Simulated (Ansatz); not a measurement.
`[CH3][Mo]([F])(=[S])=[S]` + HCl → `[F][Mo](=[S])(=[S])[Cl]` + CH₄ at 600 K and 1 bar (ligand exchange at a Mo–C bond).

Computed with Ansatz on PBE0-D4/def2-TZVP structures; ΔE is electronic, products minus reactants. CCSD(T)/CBS is the MP2 limit (def2-TZVPP, def2-QZVPP) plus CCSD(T) − MP2 in def2-TZVPP, frozen cores. This one scheme is used for every species. Elements past krypton have def2 core potentials. For Mo outer-core shells are correlated without core-valence functions, which leaves a few kJ/mol of doubt a bond.

```json
{"species": "`[CH3][Mo]([F])(=[S])=[S]`", "CCSD(T)/CBS energy (Eh)": "-1003.45925", "H − E (kJ/mol)": "167.6", "S (J/(mol·K))": "446.8"}
{"species": "HCl", "CCSD(T)/CBS energy (Eh)": "-460.38127", "H − E (kJ/mol)": "35.4", "S (J/(mol·K))": "207.2"}
{"species": "`[F][Mo](=[S])(=[S])[Cl]`", "CCSD(T)/CBS energy (Eh)": "-1423.42718", "H − E (kJ/mol)": "68.5", "S (J/(mol·K))": "422.9"}
{"species": "CH₄", "CCSD(T)/CBS energy (Eh)": "-40.46206", "H − E (kJ/mol)": "140.4", "S (J/(mol·K))": "215.7"}
```

H − E and S are ideal-gas, rigid-rotor, harmonic terms from PBE0-D4/def2-TZVP. 1 Eh = 2625.50 kJ/mol, R = 8.31446 J/(mol·K).

Q: By hand: ΔE, ΔH, ΔS and ΔG.

A: ΔE = (-1423.42718) + (-40.46206) − (-1003.45925) − (-460.38127) = -0.04872 Eh = -127.9 kJ/mol. Δ(H − E) = 68.5 + 140.4 − 167.6 − 35.4 = 5.9, so ΔH = -122.0 kJ/mol. ΔS = 422.9 + 215.7 − 446.8 − 207.2 = -15.4 J/(mol·K). ΔG = -122.0 − 600 × (-15.4)/1000 = -112.8 kJ/mol.

Q: By hand: the equilibrium constant, and the temperature at which ΔG would vanish if ΔH and ΔS stayed fixed.

A: log₁₀ K = −ΔG/(RT ln 10) = 9.8. ΔG = 0 at ΔH/ΔS = 7922 K, far beyond where these terms or the molecules hold.

ΔH outweighs TΔS. A doubt of 5 kJ/mol in ΔE shifts log₁₀ K by 0.4 here. These are equilibria of isolated gas molecules and say nothing of rates. Largest T1 diagnostic: 0.025 (customary marks: 0.02 for closed shells, 0.045 for open ones).
